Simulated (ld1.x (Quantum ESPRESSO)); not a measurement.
# Before and after: TM potential for zirconium (Zr)

* Element: zirconium (Zr)
* Generator: ld1.x (Quantum ESPRESSO) 7.5
* Type: norm-conserving Troullier–Martins (Kleinman–Bylander form)
* Functional: PBEsol
* Relativity: scalar-relativistic
* Frozen core: [Ar] 3d10 4s2
* Valence charge: 10
* Reference configuration: 4p6 4d1 5s0 5p0 (charge +3)
* Partial waves: 4p (bound): rc 1.55 bohr; 4d (bound): rc 2.20 bohr; 5s (bound, empty): rc 2.30 bohr
* Local potential: the s channel
* Core correction: a·sin(br)/r model core, default radius (core density twice the valence density)

All-electron outer shells of the reference configuration (PBEsol, scalar-relativistic, ld1.x):

| shell | level (eV) | outermost node (bohr) | outermost maximum (bohr) |
| --- | --- | --- | --- |
| 4s | -81.50 | 0.55 | 1.08 |
| 4p | -59.14 | 0.56 | 1.17 |
| 4d | -28.16 | 0.58 | 1.49 |
| 5s | -24.09 | 1.43 | 2.68 |
| 5p | -18.75 | 1.60 | 3.11 |

Change: wave 5s (bound): rc 2.30 bohr becomes 5s (bound): rc 2.76 bohr.

Cutoffs: the cutoffs (Ry, on a coarse ladder) from which the occupation-weighted sum of valence levels, in a spherical-Bessel basis at the reference potential, stays within 10 and 1 mRy of its value at 400 Ry; they do not see the model core or the augmentation charge, which bear on the density cutoff. Errors are all-electron minus pseudo energies relative to the spin-unpolarised reference configuration.

**Question.** What does the change do?

**Answer.** The potential gets neither clearly harder nor softer (45 Ry and 90 Ry → 45 Ry and 90 Ry); of the 7 tests that both files solve, the error grows in 4 and shrinks in 2 by more than 15 % and 0.3 meV (median size 85.8 → 97.2 meV); neither file shows a bound ghost.

```csv
quantity,base,changed
"cutoff, loose",45 Ry,45 Ry
"cutoff, tight",90 Ry,90 Ry
bound ghosts,none,none
"error for 4p6 4d2 5s2 5p0, meV [ΔE -42.66 eV]",+64,+11
"error for 4p6 4d2 5s1 5p0, meV [ΔE -35.49 eV]",-15,-41
"error for 4p6 4d2 5s0 5p0, meV [ΔE -22.59 eV]",-86,-97
"error for 4p6 4d3 5s0 5p0, meV [ΔE -35.12 eV]",-270,-317
"error for 4p5 4d2 5s2 5p0, meV [ΔE -4.70 eV]",-130,-206
"error for 4p6 4d1 5s2 5p0, meV [ΔE -34.98 eV]",+52,+23
"error for 4p6 4d2 5s1 5p1, meV [ΔE -39.59 eV]",-390,-484
```
